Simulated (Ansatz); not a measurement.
One change: `[CH3][W]([NH2])(=[S])=[S]` becomes `C[O][W]([NH2])(=[S])=[S]`.

Ansatz, PBE0-D4/def2-TZVP geometries, multiplicity 1. Each molecule was computed in one conformer, which needn't be the lowest.

Elements past krypton have def2 core potentials.

```csv
property,`[CH3][W]([NH2])(=[S])=[S]`
HOMO energy (PBE0/def2-TZVPP) / eV,-7.10
size of the dipole moment (ωB97M-V/def2-TZVPP) / D,3.86
"ideal-gas entropy at 298 K and 1 bar (rigid rotor, harmonic PBE0-D4/def2-TZVP) / J/(mol·K)",376
zero-point energy (PBE0-D4/def2-TZVP) / kJ/mol,170.7
HOMO–LUMO gap (ωB97M-V/def2-TZVPP) / eV,8.70
size of the dipole moment (PBE/def2-TZVPP) / D,3.84
```

(1) What does the change do to each property? (An estimate is asked.)

Answers

(1) Computed: 
```csv
property,`C[O][W]([NH2])(=[S])=[S]`,shift
HOMO energy (PBE0/def2-TZVPP) / eV,-6.94,0.16
size of the dipole moment (ωB97M-V/def2-TZVPP) / D,3.13,-0.73
"ideal-gas entropy at 298 K and 1 bar (rigid rotor, harmonic PBE0-D4/def2-TZVP) / J/(mol·K)",418,42
zero-point energy (PBE0-D4/def2-TZVP) / kJ/mol,186.3,15.6
HOMO–LUMO gap (ωB97M-V/def2-TZVPP) / eV,8.59,-0.11
size of the dipole moment (PBE/def2-TZVPP) / D,3.22,-0.62
```

The zero-point energy changes by 15.6 kJ/mol with +3 modes. Dipoles are sizes alone; their direction can turn. Modes under 60 cm⁻¹, often nearly free rotors, make the harmonic entropy too high.
